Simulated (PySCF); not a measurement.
## Spinor energies of Sc (scandium, neutral)

Start: [Ar] 3d1 4s2; 3d3/2 filled at m_j = +3/2. Calculated with PySCF 2.14 in x2c-TZVPPall-2c: generalised Hartree-Fock with the X2C-1e Hamiltonian and a Gaussian nucleus; one run each with spin-orbit coupling (SO) switched off, then screened by Boettger's factors.

```
spinor shell  electrons  ε, spin-free (eV)  ε, screened SO (eV)  weight of nominal j (screened SO)  rms radius, screened SO (bohr)
       1s1/2          2            -4539.4              -4539.3                              1.000                          0.0844
       2s1/2          2            -524.06              -524.04                              1.000                           0.370
       2p1/2          2            -426.72              -430.06                              1.000                           0.338
       2p3/2          4            -426.72              -425.05                              1.000                           0.341
       3s1/2          2            -70.496              -70.486                              1.000                            1.15
       3p1/2          2            -42.835              -43.850                              0.869                            1.27
       3p3/2          4            -42.835              -42.318                              0.935                            1.27
       3d3/2          1             -9.197               -9.214                              0.981                            1.93
       4s1/2          2             -5.762               -5.762                              0.995                            4.22
```

```csv
quantity,spin-free,screened SO
E (hartree),-763.27314,-763.27824
M_J,3/2,3/2
⟨J²⟩,3.973,3.855
⟨L²⟩,6.040,6.040
⟨S²⟩,0.769,0.769
```

Each row is a mean over spinors that exchange with the open shell spreads, by up to 3.556 eV (3p1/2).

Rows whose weight is well below 1 are mixtures of j = l ± 1/2: exchange outweighs spin-orbit coupling there, and the label is only the starting occupation.

⟨J²⟩ departs a little from M_J(M_J + 1) because the unrestricted spinors polarise the closed shells.

Without spin-orbit coupling the j labels of p, d and f shells carry no meaning; the spin-free column gives the mean over the occupied spinors of each nl shell, and its ⟨J²⟩ belongs to a mixture of degenerate components.
